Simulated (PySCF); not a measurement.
Bond stretch in H4OSi, SMILES O[SiH3]. The Si1–O5 bond (Si1 also carries H, H, H; O5 carries H) is stretched with both fragments frozen at the PBE0/def2-TZVP optimised geometry.

- UHF/cc-pVDZ (PySCF)
- RHF/cc-pVDZ (PySCF)
- UKS-PBE = unrestricted PBE/cc-pVDZ run with PySCF 2.14.0
- RKS-PBE = restricted PBE/cc-pVDZ (PySCF)
- UKS-CAM-B3LYP = PySCF 2.14.0 with unrestricted CAM-B3LYP/cc-pVDZ
- RKS-CAM-B3LYP = restricted CAM-B3LYP/cc-pVDZ (PySCF 2.14.0)
- UKS-TPSSh = unrestricted TPSSh/cc-pVDZ (PySCF)
- RKS-TPSSh = restricted TPSSh/cc-pVDZ in PySCF
- UKS-B3LYP/6-31G* = unrestricted B3LYP/6-31G*, spherical d in PySCF 2.14.0
- RKS-B3LYP/6-31G* = restricted B3LYP/6-31G*, spherical d (PySCF)
- UKS-B3LYP/3-21G = unrestricted B3LYP/3-21G run with PySCF 2.14.0
- RKS-B3LYP/3-21G = restricted B3LYP/3-21G (PySCF)
- UKS-BP86/6-31G* = unrestricted BP86/6-31G*, spherical d (PySCF)
- RKS-BP86/6-31G* = restricted BP86/6-31G*, spherical d (PySCF)

Scanned distances (Å): 1.24, 1.33, 1.39, 1.50, 1.56, 1.61, 1.65, 1.70, 1.74, 1.83, 1.93, 2.04, 2.22, 2.46, 2.71, 2.99, 3.30, 3.66, 4.02, 4.45, 4.98, 5.73.

Q: Where does the unrestricted solution first break spin symmetry (<S²> of 0.01 or more)?

A: UHF: between 2.22 and 2.46 Å; UKS-PBE: between 2.71 and 2.99 Å; UKS-CAM-B3LYP: between 2.46 and 2.71 Å; UKS-TPSSh: between 2.46 and 2.71 Å; UKS-B3LYP/6-31G*: between 2.46 and 2.71 Å; UKS-B3LYP/3-21G: between 2.46 and 2.71 Å; UKS-BP86/6-31G*: between 2.71 and 2.99 Å.

| R / Å | <S²> UHF | E(RHF) − E(UHF) / mEh | <S²> UKS-PBE | E(RKS-PBE) − E(UKS-PBE) / mEh | <S²> UKS-CAM-B3LYP | E(RKS-CAM-B3LYP) − E(UKS-CAM-B3LYP) / mEh | <S²> UKS-TPSSh | E(RKS-TPSSh) − E(UKS-TPSSh) / mEh | <S²> UKS-B3LYP/6-31G* | E(RKS-B3LYP/6-31G*) − E(UKS-B3LYP/6-31G*) / mEh | <S²> UKS-B3LYP/3-21G | E(RKS-B3LYP/3-21G) − E(UKS-B3LYP/3-21G) / mEh | <S²> UKS-BP86/6-31G* | E(RKS-BP86/6-31G*) − E(UKS-BP86/6-31G*) / mEh |
|---|---|---|---|---|---|---|---|---|---|---|---|---|---|---|
| 1.24 | 0.00 | 0.0 | 0.00 | 0.0 | 0.00 | 0.0 | 0.00 | 0.0 | 0.00 | 0.0 | 0.00 | 0.0 | 0.00 | 0.0 |
| 1.33 | 0.00 | 0.0 | 0.00 | 0.0 | 0.00 | 0.0 | 0.00 | 0.0 | 0.00 | 0.0 | 0.00 | 0.0 | 0.00 | 0.0 |
| 1.39 | 0.00 | 0.0 | 0.00 | 0.0 | 0.00 | 0.0 | 0.00 | 0.0 | 0.00 | 0.0 | 0.00 | 0.0 | 0.00 | 0.0 |
| 1.50 | 0.00 | 0.0 | 0.00 | 0.0 | 0.00 | 0.0 | 0.00 | 0.0 | 0.00 | 0.0 | 0.00 | 0.0 | 0.00 | 0.0 |
| 1.56 | 0.00 | 0.0 | 0.00 | 0.0 | 0.00 | 0.0 | 0.00 | 0.0 | 0.00 | 0.0 | 0.00 | 0.0 | 0.00 | 0.0 |
| 1.61 | 0.00 | 0.0 | 0.00 | 0.0 | 0.00 | 0.0 | 0.00 | 0.0 | 0.00 | 0.0 | 0.00 | 0.0 | 0.00 | 0.0 |
| 1.65 | 0.00 | 0.0 | 0.00 | 0.0 | 0.00 | 0.0 | 0.00 | 0.0 | 0.00 | 0.0 | 0.00 | 0.0 | 0.00 | 0.0 |
| 1.70 | 0.00 | 0.0 | 0.00 | 0.0 | 0.00 | 0.0 | 0.00 | 0.0 | 0.00 | 0.0 | 0.00 | 0.0 | 0.00 | 0.0 |
| 1.74 | 0.00 | 0.0 | 0.00 | 0.0 | 0.00 | 0.0 | 0.00 | 0.0 | 0.00 | 0.0 | 0.00 | 0.0 | 0.00 | 0.0 |
| 1.83 | 0.00 | 0.0 | 0.00 | 0.0 | 0.00 | 0.0 | 0.00 | 0.0 | 0.00 | 0.0 | 0.00 | 0.0 | 0.00 | 0.0 |
| 1.93 | 0.00 | 0.0 | 0.00 | 0.0 | 0.00 | 0.0 | 0.00 | 0.0 | 0.00 | 0.0 | 0.00 | 0.0 | 0.00 | 0.0 |
| 2.04 | 0.00 | 0.0 | 0.00 | 0.0 | 0.00 | 0.0 | 0.00 | 0.0 | 0.00 | 0.0 | 0.00 | 0.0 | 0.00 | 0.0 |
| 2.22 | 0.00 | 0.0 | 0.00 | 0.0 | 0.00 | 0.0 | 0.00 | 0.0 | 0.00 | 0.0 | 0.00 | 0.0 | 0.00 | 0.0 |
| 2.46 | 0.54 | 11.0 | 0.00 | 0.0 | 0.00 | 0.0 | 0.00 | 0.0 | 0.00 | 0.0 | 0.00 | 0.0 | 0.00 | 0.0 |
| 2.71 | 0.82 | 41.8 | 0.00 | 0.0 | 0.32 | 2.8 | 0.21 | 1.0 | 0.19 | 0.8 | 0.27 | 1.7 | 0.00 | 0.0 |
| 2.99 | 0.93 | 77.6 | 0.33 | 1.9 | 0.67 | 16.2 | 0.58 | 9.8 | 0.56 | 9.2 | 0.62 | 11.6 | 0.32 | 1.8 |
| 3.30 | 0.98 | 112.0 | 0.63 | 8.9 | 0.85 | 34.3 | 0.78 | 22.4 | 0.76 | 21.6 | 0.82 | 25.4 | 0.61 | 8.4 |
| 3.66 | 1.00 | 144.0 | 0.79 | — | 0.95 | 54.0 | 0.90 | 35.5 | 0.89 | 34.8 | 0.93 | 40.3 | 0.77 | 16.6 |
| 4.02 | 1.00 | 168.6 | 0.87 | — | 0.98 | 70.1 | 0.96 | 45.6 | 0.95 | 45.5 | 0.97 | 52.3 | 0.86 | 23.3 |
| 4.45 | 1.01 | 190.2 | 0.93 | — | 1.00 | 84.6 | 0.99 | 54.1 | 0.98 | 54.9 | 0.99 | 62.7 | 0.91 | 29.1 |
| 4.98 | 1.01 | 208.0 | 0.96 | — | 1.00 | 96.7 | 1.00 | 60.6 | 1.00 | 62.5 | 1.00 | 70.7 | 0.94 | — |
| 5.73 | 1.01 | 223.1 | 0.98 | — | 1.00 | 106.9 | 1.00 | 65.3 | 1.00 | 68.5 | 1.00 | 76.2 | 0.97 | — |

A dash means that the run gave no value there, or that the column was ended at a point which the program doubted or which failed a test of continuity chosen for this set; such a test can also cut sound points.
